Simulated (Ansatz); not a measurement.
Ideal-gas functions of CrH2O4 (`[O]=[Cr](=[O])([OH])[OH]`) at 400 K and 1 bar, from an Ansatz frequency run at PBE0-D4/def2-TZVP.

Molar mass 118.01 g/mol, point group C2 (symmetry number 2), electronic degeneracy 1, moments of inertia 112.374, 125.128, 130.68 u Å². Harmonic wavenumbers (cm⁻¹, unscaled): 229, 276, 304, 334, 352, 370, 416, 763, 765, 790, 809, 1125, 1146, 3843, 3848.

Use S(trans) = R[1.5 ln M + 2.5 ln T − 1.1517]; rotational temperatures θ = 24.2544 K / I; S(rot) = R[ln(√π/σ · √(T³/θAθBθC)) + 1.5]; for each mode x = 1.438777 ν̃/T, S = R[x/(eˣ − 1) − ln(1 − e⁻ˣ)] and H = RT x/(eˣ − 1); 1 cm⁻¹ = 0.0119627 kJ/mol; R = 8.31446 J/(mol·K).

Q: By hand: the entropy, in J/(mol·K).

A: Translation 174.5. Rotation: θ = 0.2158, 0.1938, 0.1856 K, giving 106.4. Vibration, mode by mode: 10.16, 8.71, 7.97, 7.27, 6.89, 6.53, 5.70, 2.12, 2.11, 1.96, 1.86, 0.75, 0.70, 0.00, 0.00, in all 62.7. Electronic 0.0. Sum 343.6 J/(mol·K).

Q: By hand: H − E and G − E in kJ/mol, counted from the electronic energy.

A: Zero-point energy ½ × 15370 × 0.0119627 = 91.9; thermal vibration 15.2; translation, rotation and pV give 4 RT = 13.3. H − E = 120.4 kJ/mol, and G − E = 120.4 − 400 × 343.6/1000 = -17.0 kJ/mol.

Vibration gives 18 % of the entropy. The sum counts one conformer and one mirror image; others add a mixing term.
